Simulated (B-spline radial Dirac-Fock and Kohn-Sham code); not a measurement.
# Ionisation of each subshell: Bi²⁹⁺

System: bismuth as Bi²⁹⁺, configuration [Kr] 4d10 4f8; nuclear rms radius 5.5211 fm (A = 209).

The computed values come from a B-spline atomic structure program: Dirac-Fock energy differences between relaxed states, corrected for Breit and QED terms. Correlation energy is missing from these numbers. Energies are counted from the vacuum level.

All terms are in eV, carry their sign (relaxation lowers the binding energy) and add up to the binding energy; ⟨r⟩ is the mean radius of the orbital in the initial state.

| subshell | −ε (Koopmans) | relaxation | Gaunt | retardation | QED | binding energy | ⟨r⟩ (bohr) |
| --- | --- | --- | --- | --- | --- | --- | --- |
| 1s | 92098.0 | -77.36 | -371.76 | 35.03 | -178.28 | 91505.6 | 0.016 |
| 2s | 17478.9 | -39.46 | -43.28 | 3.24 | -27.71 | 17371.7 | 0.066 |
| 2p1/2 | 16802.0 | -44.47 | -73.60 | 7.59 | -0.99 | 16690.5 | 0.054 |
| 2p3/2 | 14478.4 | -40.19 | -49.03 | 10.99 | -3.21 | 14397.0 | 0.063 |
| 3s | 5001.9 | -16.09 | -8.53 | 0.62 | -6.54 | 4971.3 | 0.170 |
| 3p1/2 | 4698.4 | -17.26 | -14.50 | 1.29 | -0.43 | 4667.5 | 0.161 |
| 3p3/2 | 4169.0 | -15.27 | -9.39 | 2.19 | -0.85 | 4145.6 | 0.177 |
| 3d3/2 | 3679.0 | -18.09 | -6.61 | 0.63 | 0.46 | 3655.4 | 0.154 |
| 3d5/2 | 3567.8 | -17.38 | -4.68 | 0.68 | 0.17 | 3546.6 | 0.159 |
| 4s | 1850.6 | -3.32 | -2.27 | 0.20 | -1.79 | 1843.4 | 0.367 |
| 4p1/2 | 1716.4 | -3.42 | -3.73 | 0.36 | -0.11 | 1709.4 | 0.366 |
| 4p3/2 | 1573.7 | -2.79 | -2.35 | 0.60 | -0.23 | 1568.9 | 0.395 |
| 4d3/2 | 1354.2 | -2.98 | -1.45 | 0.16 | 0.11 | 1350.1 | 0.391 |
| 4d5/2 | 1326.2 | -2.77 | -0.97 | 0.18 | 0.04 | 1322.7 | 0.400 |
| 4f | 1052.1 | -3.17 | -0.11 | 0.01 | 0.07 | 1048.9 | 0.386 |

For the deepest level, K (1s), the Breit terms make up -0.368 % of the binding energy, QED -0.195 % and orbital relaxation -0.085 %.

Spin-orbit splittings: 2p 2293.5 eV, 3p 521.9 eV, 3d 108.8 eV, 4p 140.5 eV, 4d 27.36 eV.

Going to the tabulated ground configuration of the next ion removes an electron from N6,7 (4f), computed at 1048.9 eV. NIST lists 1060 ± 50 eV as the ionisation energy of this species (theoretical), +11.07 eV from the computed value, within the stated uncertainty.
